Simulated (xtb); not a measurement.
C₅H₅, SMILES [CH]1C=CC=C1 (connectivity only; charge and spin as stated), charge +1, multiplicity 1. All values are semi-empirical tight-binding results from xtb (GFN2-xTB unless named), good for trends rather than for accurate numbers. Geometry: GFN2-xTB. The spin state was assumed, not searched. The isomer is the one that the SMILES or the coordinates give; other isomers of the formula were not compared.

```
Quantity                                           Result
-----------------------------------------  --------------
point group as xtb finds it                           C2v
orbital gap                                       0.22 eV
zero-point energy                           46.8 kcal/mol
G − E(el) at 298.15 K (modified RRHO)       29.8 kcal/mol
static polarisability (D4 model)               51.7 bohr³
solvation energy, GFN2-xTB/ALPB(water)     -57.1 kcal/mol
solvation energy, GFN2-xTB/ALPB(methanol)  -57.1 kcal/mol
```

Computed IR lines (harmonic; lines under 4 % of the strongest left out, lines within 3 cm⁻¹ merged):
ν (cm⁻¹): 55 (m), 633 (m), 664 (s), 850 (w), 897 (w), 965 (vs), 1140 (s), 1165 (m), 1229 (m), 1467 (m), 1504 (m), 3057 (m), 3114 (w), 3120 (m), 3146 (m) (against the strongest line: vs over 80 %, s over 45 %, m over 15 %, w over 4 %, vw less)
